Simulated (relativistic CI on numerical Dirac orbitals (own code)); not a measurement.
**Radial parameters of Tc³³⁺**

These numbers are calculated, not measured: Dirac-Coulomb-Breit CI, KLI orbitals optimised for each configuration, model QED, unscaled Slater integrals (own radial code, finite nucleus).

Slater integrals F^k, G^k are unscaled and averaged over j, outside the closed core 1s2; ζ comes from projecting the Hamiltonian with its Breit term on Σ l·s of the shell.

- 2s2.2p5.3s: ζ(2p) = 652140, G^1(2p,3s) = 76773 cm⁻¹; <r>(2p) = 0.1259, <r^2>(2p) = 0.01926, <r>(3s) = 0.3496, <r^2>(3s) = 0.139 (bohr units).
- 2s2.2p5.3p: ζ(2p) = 651770, F^2(2p,3p) = 200540, G^0(2p,3p) = 79323, G^2(2p,3p) = 87573, ζ(3p) = 167580 cm⁻¹; <r>(2p) = 0.126, <r^2>(2p) = 0.01929, <r>(3p) = 0.337, <r^2>(3p) = 0.1309 (bohr units).
- 2s2.2p5.3d: ζ(2p) = 652470, F^2(2p,3d) = 265350, G^1(2p,3d) = 250990, G^3(2p,3d) = 145180, ζ(3d) = 22221 cm⁻¹; <r>(2p) = 0.1261, <r^2>(2p) = 0.0193, <r>(3d) = 0.2951, <r^2>(3d) = 0.1002 (bohr units).

Averages of the first 10 configurations, taken without configuration mixing, which lowers the lowest level and can move excited configurations by several eV; other configurations of the list can lie among them:

| Configuration | Parity | States | Average energy above the lowest level (eV) |
| --- | --- | --- | --- |
| 2s2.2p6 | even | 1 | 0.0 |
| 2s2.2p5.3s | odd | 12 | 2552.1 |
| 2s2.2p5.3p | even | 36 | 2641.5 |
| 2s2.2p5.3d | odd | 60 | 2742.1 |
| 2s.2p6.3s | even | 4 | 2865.9 |
| 2s.2p6.3p | odd | 12 | 2952.8 |
| 2s.2p6.3d | even | 20 | 3053.1 |
| 2s2.2p5.4s | odd | 12 | 3459.2 |
| 2s2.2p5.4p | even | 36 | 3495.8 |
| 2s2.2p5.4d | odd | 60 | 3534.4 |
